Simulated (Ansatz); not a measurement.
`NB(O)[SiH](F)F` + `S[SiH](Cl)Cl` → `F[SiH](F)S[SiH](Cl)Cl` + `NBO`  (cleavage of the Si–B bond)

Calculated with Ansatz (gas phase, PBE0-D4/def2-TZVP geometries, no zero-point term in ΔE). CCSD(T)/CBS adds triple-zeta CCSD(T) − MP2 to the extrapolated MP2 energy (def2 sets, frozen cores). This one scheme is used for every species. Functionals use def2-TZVPP. One conformer a species, not always the lowest.

```csv
level,ΔE (kJ/mol)
LDA (SPW92),-91.0
BHLYP-D4,-102.6
CAM-B3LYP-D4,-95.7
B2PLYP,-95.9
PBE0,-92.2
r2SCAN0,-102.1
MP2/def2-SVP,-99.6
CCSD/def2-TZVPP,-94.8
```

What does CCSD(T)/CBS give? (Estimate.)

Ansatz gave: -99.6 kJ/mol. The listed levels differ from it by 8.6, -3.0, 3.9, 3.7, 7.4, -2.5, 0.0, 4.8 kJ/mol.

Largest T1 diagnostic among the species: 0.013.

From BLYP to BHLYP (50 % exact exchange), in def2-TZVPP and without D4, ΔE moves by −11.4 kJ/mol. At CCSD(T), def2-SVP lies +9.3 kJ/mol from the extrapolated value and def2-TZVPP +3.6 kJ/mol.

CCSD(T)/CBS has its own doubt, a few kJ/mol and more with outer-core shells, so smaller differences from it don't rank the levels.
